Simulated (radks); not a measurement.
Results of a calculation; reference values are marked as such.
Spin polarisation of the 4p2 shell in neutral germanium. Start: [Ar] 3d10 4s2 4p(up 1, down 1); electrons of 4p are moved from spin down to spin up, other shells keep equal spins. Code: a radial shooting solver on a logarithmic mesh with Libxc functionals. Model: scalar-relativistic Kohn-Sham, PBE, spin-polarised, spherical densities, finite nucleus; Fermi nuclear charge, rms radius of each element as measured or else 0.836 A^(1/3) + 0.57 fm.

moment (Bohr magnetons)	E - E(0) (eV)	e(4p up) (eV)	e(4p down) (eV)	4s down minus up (eV)	3d down minus up (eV)
0	0.000	-3.895	-3.895	0.000	0.000
0.5	-0.046	-4.066	-3.696	0.363	0.038
1	-0.185	-4.210	-3.467	0.729	0.075
1.5	-0.418	-4.325	-3.205	1.098	0.113
2	-0.747	-4.415	-2.892	1.470	0.152

At moment 2 the spin-polarisation energy is -0.747 eV and the 4p exchange splitting 1.523 eV, that is 0.761 eV per Bohr magneton; E = -I m^2/4 would give I = 0.747 eV.
